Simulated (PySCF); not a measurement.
C2H6F2Si. Atoms are numbered in the order given.

```xyz
11

C      1.5649     0.0000     0.9619
Si     0.0000     0.0000    -0.0275
C     -1.5649     0.0000     0.9619
F      0.0000    -1.2955    -1.0100
F      0.0000     1.2955    -1.0100
H      1.6196     0.8921     1.6059
H      2.4448     0.0000     0.2999
H      1.6196    -0.8921     1.6059
H     -2.4448     0.0000     0.2999
H     -1.6196     0.8921     1.6059
H     -1.6196    -0.8921     1.6059
```
Charge 0, spin multiplicity 1.

Geometry: ωB97X-D3(BJ)/def2-SVP.

All values below come from PySCF with r2SCAN/def2-TZVP.

Isolated molecule, no solvent.

Computed frontier levels, gap, dipole moment and polarisability:
| Item | Result |
|---|---|
| highest occupied level | -7.94 eV |
| lowest empty level | 0.89 eV |
| orbital gap | 8.83 eV |
| dipole moment | 2.47 D |
| quadrupole, principal values (traceless, Buckingham form, about the centre of nuclear charge) | -3.64, -0.78, 4.42 D·Å |
| mean static polarisability | 47.1 bohr³ (6.98 Å³) |
| polarisability, principal values | 43.3, 45.6, 52.5 bohr³ |
